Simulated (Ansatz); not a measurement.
def2 core potentials replace the inner electrons of Sn.

Cartesian coordinates (Å):
SMILES: [Cl][Sn]([Cl])([Cl])[CH2]C=C
```xyz
12

C      2.0890    -0.2684    -0.1891
C      0.9075    -0.8631     0.0017
C     -0.3321    -0.5347    -0.7476
Sn    -1.5462     0.7779     0.4573
Cl    -0.5519     2.8877     0.5944
Cl    -3.7158     1.0806    -0.3634
Cl    -1.7382    -0.0396     2.6392
H      2.9610    -0.5418     0.4091
H      2.2254     0.5103    -0.9464
H      0.8118    -1.6239     0.7851
H     -0.1452     0.0227    -1.6772
H     -0.9653    -1.4077    -0.9632
```
Charge 0, spin multiplicity 1.

Q: Predict the HOMO–LUMO gap, total energy, LUMO, dipole moment and HOMO from CAM-B3LYP-D3(BJ)/def2-TZVP // PBE0-D3(BJ)/def2-SVP (Ansatz, a first-principles code).

A: 
| Quantity | Value |
|---|---|
| HOMO–LUMO gap | 7.58 eV |
| total energy | -1712.4052 Ha |
| LUMO | -1.42 eV |
| dipole moment | 0.748 e·Å |
| HOMO | -9.00 eV |
